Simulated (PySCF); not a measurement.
## Ionisation energy of As³⁰⁺ by level of theory

As³⁰⁺ [He] 2s1 [2s1/2^1, M_J = 1/2] → As³¹⁺ 1s2, as a difference of total energies. Calculation: PySCF 2.14, in an even-tempered Gaussian basis (17 s from 11 bohr⁻², ratio 2.4; 11 p from 14 bohr⁻², ratio 2.4; 5 d from 44 bohr⁻², ratio 2.6; 4 f from 66 bohr⁻², ratio 2.6); the two-component X2C-1e Hamiltonian. Correlated levels: nothing frozen; the 28 highest virtual spinors dropped. "Screened" scales the spin-orbit matrix elements by Boettger's factors to mimic the two-electron term; Breit and QED terms are absent.

```
                    method  ionisation energy (eV)
 GHF (screened spin-orbit)                  3413.1
GMP2 (screened spin-orbit)                  3413.3
```

For this ion Breit and QED terms and the two-electron picture change, all absent here, outweigh the correlation shift from GHF to GMP2.

For comparison: 3411.6 eV (theoretical estimate listed by NIST; NIST Atomic Spectra Database, ionization energies).
